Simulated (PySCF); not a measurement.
## Stretching GaC⁻

Set-up: Ga aug-cc-pVDZ-DK, C aug-cc-pVDZ-DK; spin-free X2C with a Gaussian nucleus (PySCF 2.14). Energies in eV from Ga + C⁻ in their ground configurations at the same level. All curves are PBE0. state 1: ³Π (triplet), unpaired electrons σ ↑, π ↑; state 2: Ms = 0 determinant of mixed spin (⟨S²⟩ near 1.0), unpaired electrons σ ↓, π ↑, a second solution, started from another occupation.

```json
{"R (Å)": "1.644", "state 1": "-1.953", "state 2": "-1.718"}
{"R (Å)": "1.721", "state 1": "-2.391", "state 2": "-2.148"}
{"R (Å)": "1.797", "state 1": "-2.625", "state 2": "-2.372"}
{"R (Å)": "1.855", "state 1": "-2.704", "state 2": "-2.441"}
{"R (Å)": "1.912", "state 1": "-2.723", "state 2": "-2.447"}
{"R (Å)": "1.969", "state 1": "-2.698", "state 2": "-2.405"}
{"R (Å)": "2.046", "state 1": "-2.620", "state 2": "-2.297"}
{"R (Å)": "2.141", "state 1": "-2.480", "state 2": "-2.117"}
{"R (Å)": "2.256", "state 1": "-2.286", "state 2": "-1.886"}
{"R (Å)": "2.409", "state 1": "-2.022", "state 2": "-1.587"}
```

**Question.** Put a parabola through the three lowest points of the state 1 curve and estimate Re, k and ωe (reduced mass 10.22 u; 1 eV/Å² = 0.16022 mdyn/Å; ωe = 1302.8·√(k/μ) cm⁻¹).

**Answer.** Through R = 1.855, 1.912, 1.969 Å the second-order coefficient is 6.77 eV/Å², so Re ≈ 1.908 Å, k ≈ 2.17 mdyn/Å and ωe ≈ 600 cm⁻¹. A polynomial fit of higher order to the unrounded PBE0 energies gives Re = 1.905 Å, k = 2.19 mdyn/Å, ωe = 603 cm⁻¹; anharmonicity and rounding make the difference.

The higher-order fit for each curve: state 1: Re = 1.905 Å, ωe = 603 cm⁻¹, De = 2.72 eV; state 2: Re = 1.889 Å, ωe = 659 cm⁻¹, minimum 2.45 eV below the ground-state fragments.

⟨S²⟩ of the unrestricted solution departs from its pure value on part of the curve, where spin states mix. Spin–orbit coupling is left out. For an ion De counts to the pair picked by the measured ionisation energies or electron affinities, which need not be the lowest pair at this level. The highest Kohn–Sham level is positive in this anion. Much of that is self-interaction error, but it also means that the finite basis helps to hold the extra electron. The state was picked by a PBE0 search and need not be the measured ground state.
